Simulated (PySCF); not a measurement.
## Two-component Hartree-Fock for Rh⁻ (rhodium, charge -1)

Start: [Kr] 4d8 5s2; 4d3/2 filled at m_j = -3/2, -1/2, +1/2, +3/2; 4d5/2 filled at m_j = -1/2, +1/2, +3/2, +5/2. Calculated with PySCF 2.14 in x2c-SVPall-2c with one added diffuse shell each of s, p, d type (7s9p7d1f, 76 functions): generalised Hartree-Fock with the X2C-1e Hamiltonian and a Gaussian nucleus; one run each with spin-orbit coupling (SO) switched off, then screened by Boettger's factors.

```tsv
spinor shell	electrons	ε, spin-free (eV)	ε, screened SO (eV)	weight of nominal j (screened SO)	rms radius, screened SO (bohr)
1s1/2	2	-23333.3	-23331.8	1.000	0.0375
2s1/2	2	-3459.1	-3458.7	1.000	0.154
2p1/2	2	-3093.6	-3193.8	1.000	0.134
3s1/2	2	-648.94	-648.79	1.000	0.415
3p1/2	2	-525.40	-543.26	1.000	0.412
3p3/2	4	-525.40	-516.99	1.000	0.422
3d3/2	4	-328.08	-331.21	0.997	0.401
3d5/2	6	-328.08	-325.83	0.998	0.405
4s1/2	2	-96.100	-96.055	1.000	1.05
4p1/2	2	-58.660	-62.684	0.944	1.15
4p3/2	4	-58.660	-56.701	0.972	1.18
4d3/2	4	-6.751	-7.173	0.695	1.72
4d5/2	4	-6.751	-6.357	0.733	1.75
5s1/2	2	-0.747	-0.750	1.000	5.58
```

Q: Where does 2p3/2 lie, and what is the 2p spin-orbit splitting (screened SO)?

A: At -3046.9 eV, 146.88 eV above 2p1/2.

```csv
quantity,spin-free,screened SO
E (hartree),-4780.39244,-4781.11887
M_J,4,4
⟨J²⟩,20.156,20.160
⟨L²⟩,12.008,12.051
⟨S²⟩,2.147,2.154
```

Each row is a mean over spinors that exchange with the open shell spreads, by up to 7.003 eV (4p3/2).

Rows whose weight is well below 1 are mixtures of j = l ± 1/2: exchange outweighs spin-orbit coupling there, and the label is only the starting occupation.

⟨J²⟩ departs a little from M_J(M_J + 1) because the unrestricted spinors polarise the closed shells.

Breit and QED terms are absent; they matter most for the inner s and p1/2 levels.

Densities and radii are taken from the X2C orbitals without a picture-change correction, which distorts them close to the nucleus.

Without spin-orbit coupling the j labels of p, d and f shells carry no meaning; the spin-free column gives the mean over the occupied spinors of each nl shell, and its ⟨J²⟩ belongs to a mixture of degenerate components.
